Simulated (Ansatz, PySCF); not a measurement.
This singlet lies 0.65 eV below the relaxed triplet at the level frozen-core CCSD(T)/cc-pVTZ // PBE0-D3(BJ)/def2-TZVP (Ansatz, a program for electronic structure).

**H$_{4}$GeSi, SMILES `[SiH3][GeH]` (lower singlet) (charge 0, multiplicity 1)**

The numbers are results of PBE0-D3(BJ)/def2-TZVP (PySCF 2.14.0), not measurements.

| Item | Result |
|---|---|
| HOMO | -6.64 eV |
| dipole moment | 0.43 D |
| HOMO–LUMO gap | 3.35 eV |
| LUMO | -3.29 eV |
| total energy | -2368.4679 Ha |
| cost | about 20 core-seconds (a rough figure) |

```xyz
6

Si    -0.6005    -0.0808    -0.1119
Ge     1.6897    -0.9358    -0.3072
H     -0.8603     0.3048     1.3072
H     -1.6536    -1.0518    -0.5191
H     -0.7557     1.1417    -0.9545
H      2.1823     0.4871     0.2213
```
Charge 0, spin multiplicity 1.
